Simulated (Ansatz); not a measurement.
Start from `C=C[Si](N)(O)O` and change one atom or group to get `C=C[Si](O)(O)O`.

Ansatz, PBE0-D4/def2-TZVP geometries, multiplicity 1. Each molecule was computed in one conformer, which needn't be the lowest.

```csv
property,`C=C[Si](N)(O)O`
HOMO energy (PBE/def2-TZVPP) / eV,-6.09
HOMO–LUMO gap (PBE/def2-TZVPP) / eV,4.71
size of the dipole moment (PBE/def2-TZVPP) / D,1.89
size of the dipole moment (ωB97M-V/def2-TZVPP) / D,1.96
HOMO energy (B3LYP/def2-TZVPP) / eV,-7.34
LUMO energy (PBE/def2-TZVPP) / eV,-1.39
```

Task: What does the change do to each property? (An estimate is asked.)

Result: Computed: 
```
                                          property  `C=C[Si](O)(O)O`  shift
                 HOMO energy (PBE/def2-TZVPP) / eV             -6.87  -0.78
               HOMO–LUMO gap (PBE/def2-TZVPP) / eV              5.40   0.69
    size of the dipole moment (PBE/def2-TZVPP) / D              1.21  -0.68
size of the dipole moment (ωB97M-V/def2-TZVPP) / D              1.30  -0.66
               HOMO energy (B3LYP/def2-TZVPP) / eV             -7.82  -0.48
                 LUMO energy (PBE/def2-TZVPP) / eV             -1.47  -0.08
```

With PBE0 the HOMO falls by 0.47 eV and the LUMO falls by 0.09 eV, so the gap widens by about 0.38 eV. PBE moves the HOMO by -0.78 eV and ωB97M-V by -0.34 eV. Dipoles are sizes alone; their direction can turn.

B3LYP here is the variant with VWN-RPA as its local correlation; programs differ in this.
